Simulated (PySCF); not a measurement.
**Computed vibrations of [Hg(H2CO)]2+**

[Hg(H2CO)]2+ (singlet). PySCF 2.14.0, RKS PBE0, Hg def2-SVP with ECP60, O def2-SVP, C def2-SVP, H def2-SVP; non-relativistic Hamiltonian with scalar-relativistic core potentials where named; density fitting; no spin-orbit coupling. Central differences of gradients.

```xyz
5

Hg    0.0000    0.0000   -0.3415
O     0.0000    0.0000    1.6819
C     0.0000    0.0000    2.9244
H     0.9668    0.0000    3.4662
H    -0.9668    0.0000    3.4662
```

Run from Python with OMP_NUM_THREADS=2. Where DIIS fails, smearing, a level shift and second-order steps follow.
It took 13 s on 2 threads of Arm Neoverse V2 (shared host).

**Question.** What are the harmonic wavenumbers and infrared intensities?

**Answer.** Modes are labelled in C2v; negative numbers are unstable modes, those under 60 cm⁻¹ near the noise; a finer grid moves soft modes by up to 10 cm⁻¹.
```json
{"cm⁻¹": "-595", "km/mol": "–", "symmetry": "b2"}
{"cm⁻¹": "165", "km/mol": "44.9", "symmetry": "b1"}
{"cm⁻¹": "396", "km/mol": "3.4", "symmetry": "a1"}
{"cm⁻¹": "1059", "km/mol": "4.5", "symmetry": "b2"}
{"cm⁻¹": "1236", "km/mol": "7.0", "symmetry": "b1"}
{"cm⁻¹": "1494", "km/mol": "44.7", "symmetry": "a1"}
{"cm⁻¹": "1709", "km/mol": "540.6", "symmetry": "a1"}
{"cm⁻¹": "3049", "km/mol": "5.3", "symmetry": "a1"}
{"cm⁻¹": "3183", "km/mol": "67.3", "symmetry": "b2"}
```

**Question.** Is this a minimum?

**Answer.** No: 1 unstable; the lowest moves the atoms so:
```
Hg  -0.02  0.00  0.00
O    0.59  0.00  0.00
C   -0.39  0.00  0.00
H   -0.46  0.00  0.20
H   -0.46  0.00 -0.20
```
